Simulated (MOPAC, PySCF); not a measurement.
C₃H₆OS, SMILES `C=C[S@@](C)=O` (C–C–S–O torsion 8°), neutral singlet in the gas phase. 

Z-matrix (Å, degrees):
```
C
C 1 1.3224
H 2 1.0818 1 121.47
H 2 1.0835 3 118.61 1 179.93
H 1 1.0843 2 124.52 3 -1.70
S 1 1.7910 5 115.35 2 175.32
O 6 1.4870 1 107.64 5 176.00
C 6 1.8208 7 106.88 4 108.04
H 8 1.0886 6 106.60 7 69.11
H 8 1.0888 9 110.64 6 117.75
H 8 1.0902 9 110.02 10 123.32
```
Charge 0, multiplicity 1.

All levels are single points at this geometry (B3LYP-D3(BJ)/def2-TZVP); Pople sets use spherical d functions. Orbital energies aren't observables, and empty levels follow the basis.

HF/3-21G in PySCF gives gap (eV) = 13.20.

**Question.** Estimate the gap (eV) from each of these levels: PBE-D3(BJ)/def2-TZVP in PySCF; TPSSh-D3(BJ)/def2-TZVP in PySCF; BP86/6-31G* in PySCF; M06-2X/6-31G* in PySCF; SVWN5/6-31G* in PySCF; HF/6-31G* in PySCF; HF/STO-3G in PySCF; AM1 in MOPAC.

**Answer.** 
```json
[
 {"level": "PBE-D3(BJ)/def2-TZVP in PySCF", "gap (eV)": "3.88"},
 {"level": "TPSSh-D3(BJ)/def2-TZVP in PySCF", "gap (eV)": "5.00"},
 {"level": "BP86/6-31G* in PySCF", "gap (eV)": "3.95"},
 {"level": "M06-2X/6-31G* in PySCF", "gap (eV)": "8.52"},
 {"level": "SVWN5/6-31G* in PySCF", "gap (eV)": "3.87"},
 {"level": "HF/6-31G* in PySCF", "gap (eV)": "13.39"},
 {"level": "HF/STO-3G in PySCF", "gap (eV)": "13.54"},
 {"level": "AM1 in MOPAC", "gap (eV)": "9.86"}
]
```
